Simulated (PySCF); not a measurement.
## Atomic charges by several schemes

C₈H₁₀P₂.
Geometry (PBE0-D3(BJ)/def2-SVP, Å), atoms numbered from 1 in this order:
```xyz
20
C8H10P2 angstrom
C     -0.2007    2.1206   -0.8722
C      0.7276    1.0966   -0.2687
P      2.4242    1.5060   -0.4263
C      3.2574    0.1930    0.3423
C      2.7115   -0.9253    0.9500
P      1.0388   -1.3540    1.1205
C      0.1760   -0.0461    0.3323
C     -1.3175   -0.1683    0.3409
C     -2.0484   -0.7465   -0.8465
C     -2.0316   -1.4812    0.4584
H     -0.8384    2.5824   -0.1006
H     -0.8768    1.6570   -1.6068
H      0.3575    2.9259   -1.3712
H      4.3514    0.2826    0.3371
H      3.4080   -1.6484    1.3938
H     -1.8193    0.6826    0.8161
H     -2.9723   -0.2604   -1.1703
H     -1.4369   -1.1481   -1.6593
H     -2.9455   -1.5070    1.0563
H     -1.4313   -2.3924    0.5231
```

Density: PBE0/pcSseg-1 (PySCF); schemes: Mulliken, IAO, Hirshfeld and ESP-fitted. The structure is a single PBE0-D3(BJ)/def2-SVP conformer in the gas phase; no vibrational or solvent corrections.

**Question.** Do the Mulliken, IAO, Hirshfeld and ESP-fitted schemes agree on where the charge is lowest?

**Answer.** The schemes don't all agree: Mulliken C2 (-0.474); IAO C1 (-0.412); Hirshfeld C1 (-0.120); ESP-fitted C10 (-0.434).

**Question.** At which atom do the 4 schemes differ most?

**Answer.** At P3: from -0.189 (ESP-fitted) to +0.476 e (Mulliken), 0.665 e apart.

**Question.** For which atoms does the sign change between the 4 schemes (beyond +0.03 e in one, beyond −0.03 e in another)?

**Answer.** C2, P3, P6 and C7. Atomic charges aren't observables, and each scheme defines them in its own way.

**Question.** Give the atomic charges in each scheme.

**Answer.** In e:

| atom | environment | Mulliken | IAO | Hirshfeld | ESP-fitted |
| --- | --- | --- | --- | --- | --- |
| C1 | benzylic-type carbon | -0.167 | -0.412 | -0.120 | -0.299 |
| C2 | substituted aromatic carbon | -0.474 | -0.188 | -0.042 | +0.174 |
| P3 | phosphorus bonded to 2 C | +0.476 | +0.357 | +0.087 | -0.189 |
| C4 | aromatic CH carbon | -0.372 | -0.362 | -0.105 | -0.080 |
| C5 | aromatic CH carbon | -0.377 | -0.362 | -0.106 | -0.131 |
| P6 | phosphorus bonded to 2 C | +0.475 | +0.357 | +0.099 | -0.130 |
| C7 | substituted aromatic carbon | -0.324 | -0.203 | -0.046 | +0.067 |
| C8 | benzylic-type carbon | -0.271 | -0.140 | -0.046 | -0.067 |
| C9 | three-membered-ring carbon | -0.187 | -0.285 | -0.085 | -0.108 |
| C10 | three-membered-ring carbon | -0.185 | -0.284 | -0.090 | -0.434 |
| H11 | methyl hydrogen | +0.136 | +0.149 | +0.047 | +0.085 |
| H12 | methyl hydrogen | +0.145 | +0.154 | +0.045 | +0.073 |
| H13 | methyl hydrogen | +0.130 | +0.147 | +0.039 | +0.112 |
| H14 | aromatic hydrogen | +0.144 | +0.163 | +0.046 | +0.135 |
| H15 | aromatic hydrogen | +0.144 | +0.162 | +0.046 | +0.139 |
| H16 | methine hydrogen | +0.150 | +0.148 | +0.048 | +0.122 |
| H17 | methylene hydrogen | +0.134 | +0.147 | +0.049 | +0.086 |
| H18 | methylene hydrogen | +0.138 | +0.149 | +0.046 | +0.104 |
| H19 | methylene hydrogen | +0.132 | +0.151 | +0.051 | +0.178 |
| H20 | methylene hydrogen | +0.151 | +0.152 | +0.038 | +0.162 |

Mean size of the charges over all atoms: Mulliken 0.236 e, IAO 0.224 e, ESP-fitted 0.144 e, Hirshfeld 0.064 e. Each set sums to the total charge, 0, to within 0.001 e. The ESP scheme is a least-squares fit of atom-centred charges to the potential on four shells outside the van der Waals surface, with the total charge fixed. The Hirshfeld scheme weights the molecular density at each point by an atom's share of the summed free-atom densities.

**Question.** Sum the charges by element.

**Answer.** 
| element | atoms | Mulliken | IAO | Hirshfeld | ESP-fitted |
| --- | --- | --- | --- | --- | --- |
| C | 8 | -2.357 | -2.236 | -0.640 | -0.878 |
| P | 2 | +0.951 | +0.714 | +0.185 | -0.319 |
| H | 10 | +1.405 | +1.522 | +0.455 | +1.197 |

**Question.** How closely do the schemes follow one another over all atoms?

**Answer.** Correlation coefficient and root-mean-square difference: IAO with Hirshfeld 1.00, 0.174 e; Mulliken with IAO 0.92, 0.106 e; Mulliken with Hirshfeld 0.89, 0.208 e; Hirshfeld with ESP-fitted 0.54, 0.143 e; IAO with ESP-fitted 0.48, 0.220 e; Mulliken with ESP-fitted 0.18, 0.289 e.

The run behind these numbers computed NMR shieldings as well. On one thread of an Arm Neoverse N1 (shared host), this took 1.7 min wall (grids of density and orbitals included) and 1.1 GiB of memory at its peak.
